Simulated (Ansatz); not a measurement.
SrP, multiplicity 4 (lowest of 2S+1 = 2, 4 at CCSD(T)/def2-TZVPP on PBE0 minima; our sources give no spin for the ground state, which may be another), most abundant isotopes (30.9738 and 87.9056 u). Constants from fifth-degree fits in 1/R to seven points on the lowest solution found; no spin–orbit coupling, no relativity up to Kr; ω_e x_e and α_e move by some per cent with the fit.

Correlated levels freeze the inner cores; with def2 sets outer-core shells near the valence are correlated too.

Codes used: Ansatz (an electronic-structure program). Values without a source in brackets are computed. In def2 rows elements past Kr take small-core potentials, without spin–orbit coupling.

| level | r_e (Å) | ω_e (cm⁻¹) | ω_e x_e (cm⁻¹) | α_e (cm⁻¹) |
|---|---|---|---|---|
| PBE/def2-TZVPP | 2.9240 | 216.5 | 0.977 | 0.000490 |
| CCSD(T)/def2-QZVPP | 2.9381 | 225.1 | 0.949 | 0.000446 |

### Question
Derive the rotational constants, the centrifugal constant, the fundamental, the zero-point energy and the force constant.

### Answer

μ = 22.90362 u.
- PBE/def2-TZVPP: B_e = 16.8576/(μ r_e²) = 0.086088 cm⁻¹; B₀ = B_e − α_e/2 = 0.085844 cm⁻¹; D = 4B_e³/ω_e² = 5.44e-08 cm⁻¹; fundamental ω_e − 2ω_e x_e = 215 cm⁻¹; zero-point energy ω_e/2 − ω_e x_e/4 = 108 cm⁻¹; k = μ(2πcω_e)² = 63.3 N/m
- CCSD(T)/def2-QZVPP: B_e = 16.8576/(μ r_e²) = 0.085264 cm⁻¹; B₀ = B_e − α_e/2 = 0.085041 cm⁻¹; D = 4B_e³/ω_e² = 4.89e-08 cm⁻¹; fundamental ω_e − 2ω_e x_e = 223 cm⁻¹; zero-point energy ω_e/2 − ω_e x_e/4 = 112 cm⁻¹; k = μ(2πcω_e)² = 68.4 N/m
